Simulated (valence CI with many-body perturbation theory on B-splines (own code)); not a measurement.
Questions on Bi⁺

Level of theory: valence CI with perturbative core correlation (CI+MBPT): four valence electrons over a frozen Dirac-Fock core [Xe] 4f14 5d10, a basis of 11 s, 11 p, 9 d, 7 f, 5 g, 2 h, 1 i functions for each j, with the one-electron correlation potential Σ1 (screened to all orders), the two-electron term Σ2, the three-electron term Σ3, Breit, model QED; selected single and double excitations, second order for the rest, scaled by the run's own slope (own B-spline code, finite nucleus).

Set against measurement, 25 paired levels are off by 192 cm⁻¹ on average, the worst by 582. These come from a selection out of the NIST Handbook of Basic Atomic Spectroscopic Data. Levels without a partner in it may be off by more. Among the levels kept, up to 260 cm⁻¹ of a level comes from second order outside the variational space, and about a tenth of that is noise between levels of different J, which matters for small intervals.

Levels are named by their leading jj configuration (3d3/2^4 stands for four electrons in 3d with j = 3/2), which in mixed levels can hold well under half, so a name can repeat and another be missing.

Rates and lifetimes use the calculated energies. Strong lines usually hold to 10 to 20 %, long lifetimes can be off by a factor of two.

Q: What is the ground level?

A: (6s^2 6p1/2^2) J=0, composition 80 % 6s²6p² ³P + 17 % 6s²6p² ¹S.

Q: How well does LS coupling describe the low levels?

A: Among the lowest 20 levels the leading LS term, summed over configurations, holds 67 % on average. For single configurations the figures are 61 % in LS and 84 % in jj coupling. Terms mix most in the J = 2 level at 82174 cm⁻¹, where the leading one holds 32 %.

Q: What are the static dipole polarisabilities of the lowest levels?

A: (6s^2 6p1/2^2) J=0 21.7; (6s^2 6p1/2 6p3/2) J=1 25.7 (tensor -1.3); (6s^2 6p1/2 6p3/2) J=2 26.4 (tensor -2.1); (6s^2 6p3/2^2) J=2 30.0 (tensor -0.58) bohr³, of which the core gives 2.78.

Q: What is the ionisation energy?

A: 16.676 eV; NIST lists 16.703 ± 0.004 eV (measured).

Q: Where does the other parity begin?

A: At (6s^2 6p1/2 7s) J=0, 69406 cm⁻¹.

Q: Among levels below 114682 cm⁻¹, which E1 lines absorb most strongly from the ground level?

A: to (6s 6p1/2^2 6p3/2) J=1 at 105.8 nm, f = 1.28; to (6s^2 6p1/2 7d3/2) J=1 at 93.52 nm, f = 0.565; to (6s^2 6p1/2 6d3/2) J=1 at 123.9 nm, f = 0.482.

Q: Name the longest-lived excited levels whose lifetime is computed, and their main decay.

A: (6s^2 6p1/2 6p3/2) J=2 at 17268 cm⁻¹ lives 596 ms, mostly by E2 to (6s^2 6p1/2^2) J=0; (6s^2 6p1/2 6p3/2) J=1 at 13644 cm⁻¹ lives 27.0 ms, mostly by M1 to (6s^2 6p1/2^2) J=0; (6s^2 6p3/2 6d5/2) J=4 at 99880 cm⁻¹ lives 16.7 ms, mostly by M1 to (6s^2 6p1/2 6d5/2) J=3.
